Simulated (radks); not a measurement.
Excited configurations of W III: one electron is placed in a higher orbital outside [Xe] 4f14 5d3. The ground configuration is [Xe] 4f14 5d4. Calculated with a radial shooting solver on a logarithmic mesh with Libxc functionals: scalar-relativistic Kohn-Sham, SCAN, spin-polarised, spherical densities, finite nucleus; open shells are filled with parallel spins first (spin-orbit coupling, left out, can overturn this in heavy ions); meta-GGA in the generalised Kohn-Sham scheme; Fermi nuclear charge, rms radius 5.3658 fm. Excitation = E - E(ground); binding = E(ion) - E, where the ion is the core of charge +3; n* = 3/sqrt(2 binding) in atomic units, and the quantum defect is n - n*.

outer orbital  excitation (eV)  binding (eV)     n*  quantum defect  eigenvalue (eV)  <r> (bohr)
5f                      18.375         8.174  3.871           1.129           -6.389       5.300
6s                       0.933        25.616  2.186           3.814          -22.034       2.656
6p                       8.523        18.026  2.606           3.394          -15.252       3.287
6d                      15.970        10.578  3.402           2.598           -8.736       5.000
6f                      21.136         5.412  4.756           1.244           -4.462       9.394
7p                      17.244         9.305  3.628           3.372           -8.008       6.514
7d                      20.212         6.336  4.396           2.604           -5.382       8.950
7f                      22.762         3.786  5.687           1.313           -3.199       14.50

The Delta-SCF ionisation energy is 26.548 eV (NIST Atomic Spectra Database: 26.0 eV, semi-empirical). Self-interaction in the functional shifts the binding energies and quantum defects, so they are the method's values and not measured ones. Open shells are spherical and high-spin; term and fine-structure splittings are not resolved. Spin-orbit splitting is averaged out at the scalar-relativistic level.
